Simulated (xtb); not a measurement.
xtb input (GFN2-xTB):

```bash
xtb mol.xyz --gfn 2 --sp --chrg -1 --uhf 0
```
mol.xyz:
```
17

C      2.82748433    -0.02553496     0.51953316
C      1.68602300     0.58615309    -0.29430073
C      0.30340711     0.01517412     0.03501591
C     -0.82427356     0.62394203    -0.77556287
C     -2.05243051     0.14696739    -0.50674466
C     -2.42292659    -0.92795738     0.51450513
H      3.79979994     0.40695600     0.25834617
H      2.67158017     0.12880057     1.59234877
H      2.88961111    -1.10677759     0.35788584
H      1.65292829     1.67029135    -0.14312899
H      1.86758468     0.44558036    -1.36506368
H      0.13819983     0.15147974     1.12372899
H      0.35490301    -1.08387481    -0.10794803
H     -2.92005044     0.53777946    -1.05178131
H     -2.13808332    -0.64861316     1.53954771
H     -3.50171068    -1.12882607     0.52406141
H     -1.91846521    -1.88526150     0.31732736
```

Output:

```
           -------------------------------------------------
          |                Calculation Setup                |
           -------------------------------------------------

           -------------------------------------------------
          |                 G F N 2 - x T B                 |
           -------------------------------------------------

        Reference                      10.1021/acs.jctc.8b01176
      * Hamiltonian:
        H0-scaling (s, p, d)           1.850000    2.230000    2.230000
        zeta-weighting                 0.500000
      * Dispersion:
        s8                             2.700000
        a1                             0.520000
        a2                             5.000000
        s9                             5.000000
      * Repulsion:
        kExp                           1.500000    1.000000
        rExp                           1.000000
      * Coulomb:
        alpha                          2.000000
        third order                    shell-resolved
        anisotropic                    true
        a3                             3.000000
        a5                             4.000000
        cn-shift                       1.200000
        cn-exp                         4.000000
        max-rad                        5.000000

          ...................................................
          :                      SETUP                      :
          :.................................................:
          :  # basis functions                  35          :
          :  # atomic orbitals                  35          :
          :  # shells                           23          :
          :  # electrons                        36          :
          :  max. iterations                   250          :
          :  Hamiltonian                  GFN2-xTB          :
          :  restarted?                      false          :
          :  GBSA solvation                  false          :
          :  PC potential                    false          :
          :  electronic temp.          300.0000000     K    :
          :  accuracy                    1.0000000          :
          :  -> integral cutoff          0.2500000E+02      :
          :  -> integral neglect         0.1000000E-07      :
          :  -> SCF convergence          0.1000000E-05 Eh   :
          :  -> wf. convergence          0.1000000E-03 e    :
          :  Broyden damping             0.4000000          :
          :  net charge                         -1          :
          :  unpaired electrons                  0          :
          ...................................................

 iter      E             dE          RMSdq      gap      omega  full diag
   1    -18.6672896 -0.186673E+02  0.375E+00    3.77       0.0  T
   2    -18.7683844 -0.101095E+00  0.249E+00    3.44       1.0  T
   3    -18.7844823 -0.160979E-01  0.140E+00    3.83       1.0  T
   4    -18.7855804 -0.109812E-02  0.752E-01    3.65       1.0  T
   5    -18.7893950 -0.381458E-02  0.102E-01    3.80       1.0  T
   6    -18.7894165 -0.214557E-04  0.548E-02    3.79       1.0  T
   7    -18.7894259 -0.943023E-05  0.138E-02    3.79       1.8  T
   8    -18.7894265 -0.640990E-06  0.348E-03    3.80       7.0  T
   9    -18.7894265  0.143938E-07  0.247E-03    3.80       9.8  T
  10    -18.7894265 -0.290308E-07  0.520E-04    3.80      46.6  T
  11    -18.7894265 -0.228717E-08  0.156E-04    3.80     155.3  T

   *** convergence criteria satisfied after 11 iterations ***

         #    Occupation            Energy/Eh            Energy/eV
      -------------------------------------------------------------
         1        2.0000           -0.4636650             -12.6170
       ...           ...                  ...                  ...
        12        2.0000           -0.2695887              -7.3359
        13        2.0000           -0.2567949              -6.9877
        14        2.0000           -0.2456712              -6.6851
        15        2.0000           -0.2374953              -6.4626
        16        2.0000           -0.1828472              -4.9755
        17        2.0000           -0.1083345              -2.9479
        18        2.0000           -0.0572294              -1.5573 (HOMO)
        19                          0.0822646               2.2385 (LUMO)
        20                          0.2460207               6.6946
        21                          0.2805269               7.6335
        22                          0.2880207               7.8374
        23                          0.3006027               8.1798
       ...                                ...                  ...
        35                          0.8333583              22.6768
      -------------------------------------------------------------
                  HL-Gap            0.1394940 Eh            3.7958 eV
             Fermi-level            0.0125176 Eh            0.3406 eV

 SCC (total)                   0 d,  0 h,  0 min,  0.007 sec
 SCC setup                      ...        0 min,  0.000 sec (  1.516%)
 Dispersion                     ...        0 min,  0.000 sec (  1.267%)
 classical contributions        ...        0 min,  0.000 sec (  0.357%)
 integral evaluation            ...        0 min,  0.001 sec ( 13.619%)
 iterations                     ...        0 min,  0.003 sec ( 49.498%)
 molecular gradient             ...        0 min,  0.002 sec ( 32.279%)
 printout                       ...        0 min,  0.000 sec (  1.240%)

         :::::::::::::::::::::::::::::::::::::::::::::::::::::
         ::                     SUMMARY                     ::
         :::::::::::::::::::::::::::::::::::::::::::::::::::::
         :: total energy             -18.515951019067 Eh    ::
         :: gradient norm              0.029432620856 Eh/a0 ::
         :: HOMO-LUMO gap              3.795824857502 eV    ::
         ::.................................................::
         :: SCC energy               -18.789424520555 Eh    ::
         :: -> isotropic ES            0.123455276178 Eh    ::
         :: -> anisotropic ES          0.018298807794 Eh    ::
         :: -> anisotropic XC          0.009818901927 Eh    ::
         :: -> dispersion             -0.010990412734 Eh    ::
         :: repulsion energy           0.273473501488 Eh    ::
         :: add. restraining           0.000000000000 Eh    ::
         :: total charge              -1.000000000000 e     ::
         :::::::::::::::::::::::::::::::::::::::::::::::::::::

           -------------------------------------------------
          |                Property Printout                |
           -------------------------------------------------

    * Orbital Energies and Occupations

         #    Occupation            Energy/Eh            Energy/eV
      -------------------------------------------------------------
         1        2.0000           -0.4636650             -12.6170
       ...           ...                  ...                  ...
         6        2.0000           -0.3469239              -9.4403
         7        2.0000           -0.3293883              -8.9631
         8        2.0000           -0.3165117              -8.6127
         9        2.0000           -0.2987356              -8.1290
        10        2.0000           -0.2956584              -8.0453
        11        2.0000           -0.2852108              -7.7610
        12        2.0000           -0.2695887              -7.3359
        13        2.0000           -0.2567949              -6.9877
        14        2.0000           -0.2456712              -6.6851
        15        2.0000           -0.2374953              -6.4626
        16        2.0000           -0.1828472              -4.9755
        17        2.0000           -0.1083345              -2.9479
        18        2.0000           -0.0572294              -1.5573 (HOMO)
        19                          0.0822646               2.2385 (LUMO)
        20                          0.2460207               6.6946
        21                          0.2805269               7.6335
        22                          0.2880207               7.8374
        23                          0.3006027               8.1798
        24                          0.3162180               8.6047
        25                          0.3366859               9.1617
        26                          0.3417469               9.2994
        27                          0.3572809               9.7221
        28                          0.3815581              10.3827
        29                          0.3926015              10.6832
       ...                                ...                  ...
        35                          0.8333583              22.6768
      -------------------------------------------------------------
                  HL-Gap            0.1394940 Eh            3.7958 eV
             Fermi-level            0.0125176 Eh            0.3406 eV

     #   Z          covCN         q      C6AA      α(0)
     1   6 C        3.747    -0.079    22.068     6.700
     2   6 C        3.798    -0.047    21.425     6.591
     3   6 C        3.807    -0.016    20.859     6.501
     4   6 C        1.959    -0.354    42.327    10.506
     5   6 C        2.892    -0.104    30.611     9.071
     6   6 C        3.746    -0.058    21.684     6.642
     7   1 H        0.924    -0.010     3.231     2.811
     8   1 H        0.924     0.006     2.962     2.692
     9   1 H        0.924     0.006     2.963     2.692
    10   1 H        0.924     0.003     3.004     2.711
    11   1 H        0.924     0.003     3.002     2.710
    12   1 H        0.922    -0.053     4.175     3.196
    13   1 H        0.922    -0.053     4.173     3.195
    14   1 H        0.924    -0.102     5.628     3.710
    15   1 H        0.923    -0.043     3.922     3.097
    16   1 H        0.924    -0.056     4.243     3.221
    17   1 H        0.923    -0.043     3.918     3.096

 Mol. C6AA /au·bohr⁶  :       2672.486112
 Mol. C8AA /au·bohr⁸  :      56544.436962
 Mol. α(0) /au        :         79.141123

Wiberg/Mayer (AO) data.
largest (>0.10) Wiberg bond orders for each atom

 ---------------------------------------------------------------------------
     #   Z sym  total        # sym  WBO       # sym  WBO       # sym  WBO
 ---------------------------------------------------------------------------
     1   6 C    3.994 --     2 C    1.011     9 H    0.989     8 H    0.989
                             7 H    0.988
     2   6 C    3.983 --     1 C    1.011     3 C    0.993    10 H    0.980
                            11 H    0.980
     3   6 C    3.936 --     2 C    0.993     4 C    0.980    13 H    0.961
                            12 H    0.961
     4   6 C    3.022 --     5 C    1.920     3 C    0.980
     5   6 C    3.883 --     4 C    1.920    14 H    0.961     6 C    0.960
     6   6 C    3.955 --    16 H    0.987    17 H    0.978    15 H    0.977
                             5 C    0.960
     7   1 H    1.000 --     1 C    0.988
     8   1 H    1.000 --     1 C    0.989
     9   1 H    1.000 --     1 C    0.989
    10   1 H    1.000 --     2 C    0.980
    11   1 H    1.000 --     2 C    0.980
    12   1 H    0.997 --     3 C    0.961
    13   1 H    0.997 --     3 C    0.961
    14   1 H    0.989 --     5 C    0.961
    15   1 H    0.998 --     6 C    0.977
    16   1 H    0.997 --     6 C    0.987
    17   1 H    0.998 --     6 C    0.978
 ---------------------------------------------------------------------------

Topologies differ in total number of bonds
Writing topology from bond orders to xtbtopo.mol

molecular dipole:
                 x           y           z       tot (Debye)
 q only:        1.861      -0.085       0.412
   full:        1.859      -0.753       1.086       5.797
Note: The following floating-point exceptions are signalling: IEEE_UNDERFLOW_FLAG IEEE_DENORMAL
normal termination of xtb
molecular quadrupole (traceless):
                xx          xy          yy          xz          yz          zz
 q only:      -11.376      -1.250       5.784      -2.100       1.902       5.592
  q+dip:       -7.581       0.932       4.212      -3.520       3.127       3.369
   full:       -7.752       0.661       4.267      -3.373       3.609       3.485

           -------------------------------------------------
          | TOTAL ENERGY              -18.515951019067 Eh   |
          | GRADIENT NORM               0.029432620856 Eh/α |
          | HOMO-LUMO GAP               3.795824857502 eV   |
           -------------------------------------------------

------------------------------------------------------------------------
------------------------------------------------------------------------
 total:
 SCF:
```

It need not be the lowest isomer of its formula. Whether it binds its extra electron was not tested at this geometry.
